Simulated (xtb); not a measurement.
xtb input (GFN2-xTB):

```bash
xtb mol.xyz --gfn 2 --ohess tight --chrg 0 --uhf 0
```
mol.xyz:
```
11

N     -1.02898166    -1.15015447    -1.08970367
Si     0.10632542    -0.01870460    -0.34745903
N     -0.11886769     1.55465990    -1.05567059
N      1.69719103    -0.54732318    -0.53615334
Cl    -0.40678540     0.12102558     1.73303108
H     -1.96955936    -1.26222587    -0.76605404
H     -0.65579039    -1.95472861    -1.47887871
H     -0.81608053     1.70864634    -1.74534701
H      0.07726054     2.36258184    -0.53364974
H      2.11139161    -1.23151169     0.09056995
H      2.32840860     0.06365150    -0.96405675
```

End of the output:

```
   temp. (K)  partition function   enthalpy   heat capacity  entropy
                                   cal/mol     cal/K/mol   cal/K/mol   J/K/mol
 298.15  VIB   28.3                 2952.653     19.845     16.543
         ROT  0.667E+05              888.752      2.981     25.054
         INT  0.188E+07             3841.405     22.826     41.597
         TR   0.114E+28             1481.254      4.968     40.027
         TOT                        5322.6588    27.7944    81.6239   341.5145

       T/K    H(0)-H(T)+PV         H(T)/Eh          T*S/Eh         G(T)/Eh
   ------------------------------------------------------------------------
    298.15    0.848220E-02    0.856857E-01    0.387822E-01    0.469036E-01
   ------------------------------------------------------------------------

         :::::::::::::::::::::::::::::::::::::::::::::::::::::
         ::                  THERMODYNAMIC                  ::
         :::::::::::::::::::::::::::::::::::::::::::::::::::::
         :: total free energy         -18.140907947950 Eh   ::
         ::.................................................::
         :: total energy              -18.187811529682 Eh   ::
         :: zero point energy           0.077203547656 Eh   ::
         :: G(RRHO) w/o ZPVE           -0.030299965923 Eh   ::
         :: G(RRHO) contrib.            0.046903581733 Eh   ::
         :::::::::::::::::::::::::::::::::::::::::::::::::::::
imag cut-off (cm-1) :    5.00
 found            2  significant imaginary frequencies
 writing imag mode distorted coords to xtbhess.xyz
 for further optimization.

optimized geometry written to: xtbopt.xyz

           -------------------------------------------------
          | TOTAL ENERGY              -18.187811529682 Eh   |
          | TOTAL ENTHALPY            -18.102125785318 Eh   |
          | TOTAL FREE ENERGY         -18.140907947950 Eh   |
          | GRADIENT NORM               0.000603507083 Eh/α |
          | HOMO-LUMO GAP               7.150301872321 eV   |
           -------------------------------------------------

------------------------------------------------------------------------
------------------------------------------------------------------------
 total:
 SCF:
 ANC optimizer:
 analytical hessian:
Note: The following floating-point exceptions are signalling: IEEE_UNDERFLOW_FLAG IEEE_DENORMAL
normal termination of xtb
```
